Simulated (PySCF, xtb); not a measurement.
cyclohexasilane (H₁₂Si₆), SMILES [SiH2]1[SiH2][SiH2][SiH2][SiH2][SiH2]1.

xtb with GFN2-xTB at its own geometry gives an orbital gap of 3.21 eV and a dipole moment of 0.00 D.

The structure is a stationary point at B3LYP-D3(BJ)/def2-SVP.

**Question.** What does PySCF with PBE/def2-TZVP give? (The exact figures need the calculation; the answer reports its results.)

**Answer.** gap 5.20 eV (levels -6.78 and -1.58 eV), dipole 0.00 D.
